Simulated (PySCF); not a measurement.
PySCF 2.14 output of an unrestricted B3LYP calculation on a single atom or ion in x2c-SVPall, with the spin-free X2C one-electron Hamiltonian (Gaussian nucleus):

```
SCF conv_tol = 1e-09
number electrons alpha = 12  beta = 9
    P. J. Stephens, F. J. Devlin, C. F. Chabalowski, and M. J. Frisch.,  J. Phys. Chem. 98, 11623 (1994)
cycle= 1 E= -853.345507624977  delta_E= -0.00187  |g|= 0.00723  |ddm|= 0.214
cycle= 2 E= -853.345544553684  delta_E= -3.69e-05  |g|= 0.00255  |ddm|= 0.0453
cycle= 3 E= -853.345549182425  delta_E= -4.63e-06  |g|= 0.000154  |ddm|= 0.00341
cycle= 4 E= -853.34554921068  delta_E= -2.83e-08  |g|= 5.71e-06  |ddm|= 0.00154
cycle= 5 E= -853.345549210731  delta_E= -5.1e-11  |g|= 6.33e-08  |ddm|= 7.13e-05
converged SCF energy = -853.345549210731  <S^2> = 3.7503887  2S+1 = 4.0001943
```

The run itself started from symmetry-adapted Hartree-Fock orbitals and held the occupation by maximum overlap, on a logarithmic radial grid, so the iterations belong to that start.

Problem. Which element, charge and spin multiplicity is this?

Solution. Ti⁺ (titanium, charge +1), multiplicity 4; the state was [Ar] 3d2 4s1, high-spin 4F determinant.
